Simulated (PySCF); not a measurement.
A run for PySCF: R-M06-2X/6-31G* on CH5N (SMILES CN).

```python
from pyscf import gto, scf, dft, mp
from pyscf.data.elements import chemcore

mol = gto.M(
    atom='''
    C    -0.44688196    0.59884804    4.17042392
    N     0.66678419   -0.28666847    3.83839880
    H    -0.06182706    1.48413714    4.67874462
    H    -1.11416140    0.08972096    4.86748953
    H    -1.04680518    0.93566292    3.31417207
    H     1.31705996    0.16329607    3.20624787
    H     0.34102999   -1.13081625    3.38427963
    ''',
    basis='6-31g*',
    cart=True,
    charge=0, spin=0, verbose=3, max_memory=1800)
mf = dft.RKS(mol, xc='m062x')
mf.conv_tol = 1e-8
mf.max_cycle = 100
mf.kernel()
if not mf.converged:
    mf = mf.newton().run(mf.mo_coeff, mf.mo_occ)
```

It printed:

```
converged SCF energy = -95.7952390072475
```

The calculation finished and met its thresholds.

Cost: about 7 core-seconds (a rough figure).
